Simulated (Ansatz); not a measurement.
Cost and result for the atomization energy of C₂H₈ClGeNO, SMILES `C[O][Ge]([CH3])([NH2])[Cl]` (14 atoms, 13 bonds).

```
atom   x (Å)   y (Å)   z (Å)
  C1  -0.571   0.060   2.108
  O2  -0.023  -0.765   1.105
 Ge3   0.551  -0.067  -0.420
  C4  -0.871   0.815  -1.384
  N5   1.382  -1.352  -1.396
 Cl6   2.077   1.373   0.096
  H7  -1.476   0.580   1.768
  H8  -0.844  -0.576   2.953
  H9   0.149   0.809   2.457
 H10  -0.467   1.261  -2.292
 H11  -1.643   0.090  -1.649
 H12  -1.313   1.598  -0.768
 H13   2.249  -1.669  -0.985
 H14   0.801  -2.156  -1.594
```

The species carries charge 0 and has multiplicity 1. Correlated methods include outer-core shells of Ge, which these sets cover unevenly. Scalar relativity is left out up to krypton. The geometry is a stationary point of PBE0-D4/def2-TZVP. It is one conformer, not always the lowest. Program: Ansatz. All runs use 2 threads of an AMD EPYC 7R13 on a shared host and a share of an NVIDIA H100 80 GB. Times are those of one run each, without the atoms' runs, and a repeat can differ threefold. Electronic energies, without spin–orbit coupling; frozen cores. CCSD(T)/CBS adds CCSD(T) − MP2 in def2-TZVPP to the MP2 limit, and its time is that of the two runs behind it. T1 = 0.011. With those shells the extrapolation isn't a true limit. B3LYP takes the VWN-RPA correlation (the form of Gaussian; ORCA's B3LYP/G).

CCSD(T)/CBS is a level of theory with its own doubt, some kJ/mol a heavy atom from the limit and from the frozen cores, so smaller differences don't rank the functionals.

```
                             level  functions  atomization (kJ/mol)  difference from CCSD(T)/CBS  per bond
                    MP2/def2-QZVPP        627                5092.9                         24.2       1.9
 B3LYP-D4/def2-TZVPP (with forces)        326                5040.7                        -28.0      -2.2
                 CCSD(T)/CBS(def2)          –                5068.7                          0.0       0.0
   PBE-D4/def2-TZVPP (with forces)        326                5139.3                         70.6       5.4
                ωB97X-V/def2-TZVPP        326                5076.3                          7.6       0.6
                CCSD(T)/def2-TZVPP        326                4941.8                       -126.9      -9.8
                 B2PLYP/def2-TZVPP        326                4994.8                        -73.9      -5.7
                PBE0-D4/def2-TZVPP        326                5050.4                        -18.3      -1.4
  ωB97M-V/def2-TZVPP (with forces)        326                5062.5                         -6.2      -0.5
r2SCAN-D4/def2-TZVPP (with forces)        326                5058.6                        -10.1      -0.8
```

(1) Order the runs by time, with rough figures. (Estimate.)

## Answers

(1) Ansatz gave: PBE0-D4/def2-TZVPP 2 s; r2SCAN-D4/def2-TZVPP (with forces) 2.2 s; B3LYP-D4/def2-TZVPP (with forces) 2.3 s; PBE-D4/def2-TZVPP (with forces) 2.4 s; B2PLYP/def2-TZVPP 2.7 s; ωB97X-V/def2-TZVPP 2.9 s; ωB97M-V/def2-TZVPP (with forces) 3.8 s; MP2/def2-QZVPP 4.4 s; CCSD(T)/def2-TZVPP 7.5 s; CCSD(T)/CBS(def2) 12 s.

In def2-TZVPP, CCSD(T) changes the Hartree–Fock value by +1336.6 kJ/mol (the triples alone add +77.9 kJ/mol) and MP2 by +1413.3 kJ/mol; breaking electron pairs costs correlation energy, which Hartree–Fock lacks. From PBE to PBE0 (25 % exact exchange), in def2-TZVPP and without D4, the atomization energy moves by −84.3 kJ/mol: exact exchange takes away binding that semilocal exchange gives to molecules. The D4 term adds +53.1 kJ/mol with B3LYP and +28.5 kJ/mol with PBE0; it sums over pairs of atoms, weighted by their polarisabilities, and B3LYP, whose exchange is more repulsive, gets the larger term.
